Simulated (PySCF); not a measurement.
C6H6.

```xyz
12

C      2.9798     0.0097     0.6722
C      1.8412    -0.4524     0.2091
C      0.6939    -0.9332    -0.2644
C     -0.5552    -0.2489    -0.2364
C     -1.6491     0.3094    -0.2303
C     -2.9389     0.9824    -0.2166
H      3.2909    -0.1636     1.7180
H      3.6680     0.5938     0.0351
H      0.7072    -1.9454    -0.7170
H     -3.7366     0.3401    -0.6451
H     -2.9136     1.9220    -0.8087
H     -3.2462     1.2513     0.8165
```
Charge 0, spin multiplicity 1.

The structure is a stationary point at PBE-D3(BJ)/def2-SVP.

Computed with PBE/pcSseg-1 (PySCF). Non-relativistic, no solvent.

Computed absolute GIAO shielding of each atom: isotropic value and principal components (ppm):
```csv
atom,σ(iso),σ11,σ22,σ33,span
C1,98.9,14.2,125.0,157.3,143.2
C2,-54.6,-70.7,-57.9,-35.2,35.5
C3,97.2,23.7,116.9,151.0,127.3
C4,102.8,17.0,24.7,266.7,249.6
C5,80.1,14.7,17.3,208.3,193.6
C6,171.6,162.2,164.0,188.5,26.2
H7,25.9,24.1,24.6,28.8,4.8
H8,25.9,24.1,24.6,28.8,4.8
H9,25.4,21.6,26.1,28.5,6.8
H10,28.8,24.3,27.2,35.0,10.7
H11,28.8,24.2,27.2,35.1,10.9
H12,28.8,24.2,27.2,35.1,10.9
```
